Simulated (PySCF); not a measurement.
How methods differ on the ionisation energy of As

As [Ar] 3d10 4s2 4p3 (4S) → As⁺ [Ar] 3d10 4s2 4p2 (3P), as a difference of total energies. Computed with PySCF 2.14 in aug-cc-pwCVTZ-PP with ECP10MDF, with a scalar-relativistic core potential. Correlated levels: valence: 3s2 3p6 3d10 frozen; valence and next inner shell: nothing frozen outside the core potential. The calculations carry no spin-orbit coupling.

| method | ionisation energy (eV) | error (eV) |
| --- | --- | --- |
| UHF | 9.408 | -0.600 |
| LDA | 9.982 | -0.026 |
| PBE | 9.847 | -0.161 |
| PBE0 | 9.914 | -0.094 |
| r2SCAN | 10.067 | +0.059 |
| M06-L | 9.563 | -0.445 |
| B2PLYP | 9.755 | -0.253 |
| wB97X-V | 9.672 | -0.336 |
| PBEsol | 9.868 | -0.140 |
| MP2 (valence) | 9.902 | -0.106 |
| SCS-MP2 (valence) | 9.750 | -0.258 |
| MP2 (valence and next inner shell) | 10.000 | -0.008 |
| SCS-MP2 (valence and next inner shell) | 9.817 | -0.191 |

Reference: 10.008 eV (measured; NIST levels, between the centres of gravity of the two terms).

Errors of the correlated levels include the incompleteness of this basis and the frozen core.
